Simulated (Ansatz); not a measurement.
`[SiH3]C(Br)Br` → 2 Br• + C• + 4 H• + Si•  (atomization)

Calculated with Ansatz (gas phase, PBE0-D4/def2-TZVP geometries, no zero-point term in ΔE). CBS: MP2 limit from def2 TZ/QZ plus the TZ coupled-cluster correction, frozen cores. This one scheme is used for every species, atoms too. Functionals use def2-TZVPP. Open shells (•) are unrestricted, without spin–orbit coupling. Spin–orbit coupling would lower the free atoms: a little for C, Si; clearly for Br. For Br outer-core shells are correlated without core-valence functions, so the limit isn't a true one: a few kJ/mol of doubt a bond, and 10 to 20 or more in all where bonds break to atoms. Scalar relativity is left out up to krypton.

Q: What is ΔE at CCSD(T)/CBS? (Estimate.)

A: Ansatz gave: +561.0 kcal/mol.

Q: What do these levels give: PBE, HF/def2-TZVPP, MP2/def2-TZVPP, SCS-MP2/def2-TZVPP, MP2/CBS(def2), CCSD/CBS(def2)? (An estimate is asked.)

A: Ansatz gave: PBE 558.2, HF/def2-TZVPP 399.0, MP2/def2-TZVPP 551.4, SCS-MP2/def2-TZVPP 548.2, MP2/CBS(def2) 569.0, CCSD/CBS(def2) 551.2 kcal/mol.

Largest T1 diagnostic among the species: 0.012.

In def2-TZVPP, CCSD(T) changes the Hartree–Fock value by +144.4 kcal/mol (the triples alone add +9.8 kcal/mol) and MP2 by +152.4 kcal/mol; breaking electron pairs costs correlation energy, which Hartree–Fock lacks. The D4 term adds +9.1 kcal/mol with B3LYP and +4.7 kcal/mol with PBE0; it sums over pairs of atoms, weighted by their polarisabilities, and B3LYP, whose exchange is more repulsive, gets the larger term.

B3LYP here is the variant with VWN-RPA as its local correlation; programs differ in this.

For atomizations the MP2-based limit and the directly extrapolated one differ by several kJ/mol either way, and by 10 to 25 for some Ge, Se and Sn compounds, so smaller differences from it don't rank the levels.
